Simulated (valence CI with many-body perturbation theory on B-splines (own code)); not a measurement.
E1 transitions of Er55+

Method: relativistic CI+MBPT: three valence electrons over a frozen Dirac-Fock core [Ne], a basis of 11 s, 11 p, 9 d, 7 f, 5 g, 2 h, 1 i functions for each j, with the one-electron correlation potential Σ1 (screened to all orders), the two-electron term Σ2, the three-electron term Σ3, Breit, model QED; selected single and double excitations, second order for the rest (own B-spline code, finite nucleus).

The last digits are not significant, and no measured levels were compared; by estimate large intervals hold to a few tenths of a per cent, small ones and those within an open d or f shell to about a per cent.

Lines 101 to 150 of 257 in falling wavelength, among levels below 81.761 Ry, chosen from the strongest by gf and those to the six lowest levels. Wavelengths and rates use the calculated energies. Electric multipoles are in the length gauge, E1 and E2 with the static RPA response of the core. Weak lines are less certain than strong ones. Lines between different terms over intervals too small for the method are left out, as are lines whose strength nearly cancels. The highest levels of a list are the least certain.

Levels are named by their leading jj configuration (3d3/2^4 stands for four electrons in 3d with j = 3/2), which in mixed levels can hold well under half, so a name can repeat and another be missing. Letters in brackets count levels of one name in rising energy.

```tsv
λ vac (Å)	Upper	Lower	A (s⁻¹)	S (a.u.)
32.75	(3s 3p3/2 3d5/2) J=7/2 [a]	(3s^2 3d5/2) J=5/2	9.27e+10	1.29e-02
32.71	(3p1/2 3p3/2 3d5/2) J=7/2 [a]	(3s 3p1/2 3d5/2) J=7/2	5.75e+10	7.95e-03
32.61	(3s 3d3/2^2) J=5/2	(3s 3p1/2 3d5/2) J=5/2 [b]	1.17e+11	1.20e-02
32.56	(3s 3p3/2 3d5/2) J=3/2 [a]	(3s^2 3d5/2) J=5/2	1.31e+11	8.91e-03
32.44	(3p1/2 3p3/2^2) J=5/2	(3s 3p1/2 3p3/2) J=3/2 [b]	4.33e+11	4.38e-02
32.18	(3p1/2 3p3/2 3d3/2) J=5/2 [a]	(3s 3p1/2 3d3/2) J=5/2	1.97e+11	1.94e-02
32.14	(3p1/2 3p3/2 3d5/2) J=5/2 [a]	(3s 3p1/2 3d5/2) J=5/2 [b]	2.71e+11	2.66e-02
32.10	(3p1/2 3p3/2^2) J=3/2	(3s 3p1/2 3p3/2) J=3/2 [b]	1.75e+11	1.14e-02
32.07	(3p1/2 3p3/2 3d5/2) J=9/2	(3s 3p1/2 3d5/2) J=7/2	4.12e+11	6.71e-02
31.83	(3s 3p3/2 3d3/2) J=3/2 [b]	(3s^2 3d3/2) J=3/2	5.54e+11	3.52e-02
31.81	(3s 3d3/2^2) J=5/2	(3s 3p1/2 3d5/2) J=7/2	8.50e+10	8.10e-03
31.72	(3p1/2 3p3/2 3d5/2) J=7/2 [a]	(3s 3p1/2 3d5/2) J=5/2 [a]	6.40e+11	8.06e-02
31.67	(3p1/2 3p3/2 3d3/2) J=3/2 [b]	(3s 3p1/2 3d3/2) J=3/2 [b]	1.23e+11	7.75e-03
31.61	(3p1/2 3p3/2 3d3/2) J=3/2 [a]	(3s 3p1/2 3d3/2) J=5/2	2.20e+11	1.37e-02
31.59	(3p1/2 3p3/2 3d3/2) J=5/2 [b]	(3s 3p1/2 3d3/2) J=3/2 [b]	6.11e+11	5.70e-02
31.57	(3p3/2^3) J=3/2	(3s 3p3/2^2) J=3/2	1.94e+12	1.21e-01
31.55	(3p1/2 3p3/2 3d5/2) J=5/2 [b]	(3s 3p1/2 3d5/2) J=3/2	1.63e+11	1.52e-02
31.38	(3p1/2 3p3/2 3d5/2) J=7/2 [b]	(3s 3p1/2 3d5/2) J=5/2 [b]	1.23e+11	1.50e-02
31.37	(3s 3p3/2 3d5/2) J=7/2 [b]	(3s^2 3d5/2) J=5/2	9.75e+11	1.19e-01
31.29	(3p1/2 3p3/2 3d3/2) J=3/2 [b]	(3s 3p1/2 3d3/2) J=1/2	1.44e+11	8.70e-03
31.25	(3p1/2 3p3/2 3d3/2) J=5/2 [a]	(3s 3p1/2 3d3/2) J=3/2 [a]	1.87e+11	1.69e-02
31.22	(3p1/2^2 3p3/2) J=3/2	(3s 3p1/2^2) J=1/2	2.02e+11	1.21e-02
31.14	(3p1/2 3p3/2 3d3/2) J=7/2	(3s 3p1/2 3d3/2) J=5/2	7.08e+11	8.45e-02
31.10	(3s 3p1/2 3p3/2) J=3/2 [b]	(3s^2 3p1/2) J=1/2	4.13e+11	2.45e-02
31.08	(3p3/2^3) J=3/2	(3s 3p3/2^2) J=1/2	4.95e+11	2.93e-02
30.96	(3p1/2 3p3/2 3d3/2) J=1/2 [b]	(3s 3p1/2 3d3/2) J=1/2	3.76e+11	1.10e-02
30.93	(3p1/2 3p3/2^2) J=1/2	(3s 3p1/2 3p3/2) J=3/2 [b]	9.26e+11	2.70e-02
30.89	(3p1/2 3p3/2 3d5/2) J=3/2 [a]	(3s 3p1/2 3d5/2) J=5/2 [a]	2.28e+11	1.32e-02
30.86	(3p1/2 3p3/2^2) J=5/2	(3s 3p1/2 3p3/2) J=5/2	2.36e+11	2.05e-02
30.82	(3p1/2 3p3/2 3d5/2) J=1/2	(3s 3p1/2 3d5/2) J=3/2	2.93e+11	8.45e-03
30.77	(3s 3p3/2 3d3/2) J=5/2 [b]	(3s^2 3d3/2) J=3/2	1.95e+12	1.69e-01
30.70	(3p1/2 3p3/2 3d3/2) J=3/2 [a]	(3s 3p1/2 3d3/2) J=3/2 [a]	3.74e+11	2.14e-02
30.63	(3p1/2 3p3/2 3d5/2) J=7/2 [b]	(3s 3p1/2 3d5/2) J=7/2	1.63e+11	1.85e-02
30.55	(3p1/2 3p3/2^2) J=3/2	(3s 3p1/2 3p3/2) J=5/2	1.39e+11	7.80e-03
30.51	(3p1/2 3p3/2 3d3/2) J=1/2 [a]	(3s 3p1/2 3d3/2) J=3/2 [a]	7.90e+11	2.22e-02
30.44	(3s 3p3/2 3d3/2) J=1/2 [b]	(3s^2 3d3/2) J=3/2	1.62e+12	4.53e-02
30.42	(3s 3p1/2 3p3/2) J=1/2	(3s^2 3p1/2) J=1/2	1.41e+12	3.92e-02
30.40	(3s 3p3/2^2) J=1/2	(3s^2 3p3/2) J=3/2	1.01e+12	2.81e-02
30.26	(3p1/2 3p3/2 3d5/2) J=3/2 [b]	(3s 3p1/2 3d5/2) J=5/2 [b]	6.08e+11	3.33e-02
30.22	(3p1/2 3p3/2 3d3/2) J=5/2 [a]	(3p1/2^2 3p3/2) J=3/2	1.31e+11	1.07e-02
30.19	(3s 3p1/2 3d3/2) J=3/2 [a]	(3s 3p1/2^2) J=1/2	1.25e+11	6.78e-03
29.99	(3s 3p3/2 3d5/2) J=3/2 [b]	(3s^2 3d5/2) J=5/2	1.28e+12	6.80e-02
29.96	(3s 3p3/2 3d3/2) J=3/2 [a]	(3s 3p1/2 3p3/2) J=3/2 [b]	1.52e+10	8.06e-04
29.95	(3s 3p3/2^2) J=3/2	(3s^2 3p3/2) J=3/2	2.06e+12	1.09e-01
29.86	(3s 3p3/2 3d3/2) J=1/2 [a]	(3s 3p1/2 3p3/2) J=3/2 [b]	9.67e+10	2.54e-03
29.82	(3s 3p3/2 3d5/2) J=5/2 [b]	(3s^2 3d5/2) J=5/2	1.09e+12	8.58e-02
29.78	(3s 3p3/2 3d3/2) J=5/2 [a]	(3s 3p1/2 3p3/2) J=3/2 [b]	1.15e+11	9.02e-03
29.77	(3p1/2 3p3/2 3d5/2) J=7/2 [b]	(3s 3p1/2 3d5/2) J=5/2 [a]	7.87e+10	8.20e-03
29.71	(3p1/2 3p3/2 3d3/2) J=3/2 [a]	(3p1/2^2 3p3/2) J=3/2	2.96e+11	1.53e-02
29.67	(3p1/2 3p3/2^2) J=5/2	(3s 3p1/2 3p3/2) J=3/2 [a]	3.58e+10	2.77e-03
```
